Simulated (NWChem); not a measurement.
# AlSiNH6O2; SMILES [OH][Al]([OH])[NH][SiH3]

```xyz
11

Si    -0.0844    -2.2266     0.0847
N     -0.7319    -0.6132     0.1684
Al     0.0855     0.9532    -0.0657
O      1.7420     0.9508    -0.4269
O     -0.7245     2.4411     0.0588
H     -0.2395    -2.9666     1.3798
H      1.3658    -2.1252    -0.2449
H     -0.7659    -3.0552    -0.9632
H     -1.7246    -0.5807     0.3902
H      2.2551     1.7477    -0.5650
H     -1.6495     2.6007     0.2424
```
Atoms are numbered in this order, from 1.

Level: PBE0/def2-SVP (NWChem), optimised geometry, unscaled harmonic frequencies. 

Problem. List the harmonic frequencies with IR intensities, and the thermochemistry.

Solution. 
```csv
frequency (cm⁻¹),IR intensity (km/mol)
51,1.0
84,0.0
106,1.1
219,26.5
257,127.7
264,13.0
280,8.4
319,74.1
444,159.5
503,203.2
573,46.1
592,120.3
725,93.1
746,57.4
831,46.0
934,60.9
938,265.2
949,138.9
966,202.5
1001,100.6
1146,227.5
2195,175.4
2207,144.1
2259,79.4
3610,28.4
3995,114.8
4011,99.1
```

```
Item                                                                               Result
-----------------------------------------------------------------------  ----------------
zero-point energy                                                           43.2 kcal/mol
thermal correction to the enthalpy at 298.15 K (with zero-point energy)     49.3 kcal/mol
heat capacity Cv                                                         29.8 cal/(mol K)
entropy at 298.15 K and 1 atm (symmetry number 1)                        91.4 cal/(mol K)
dipole moment                                                                      2.34 D
```

Rigid rotor and harmonic oscillator; modes under 100 cm⁻¹ make the entropy uncertain.
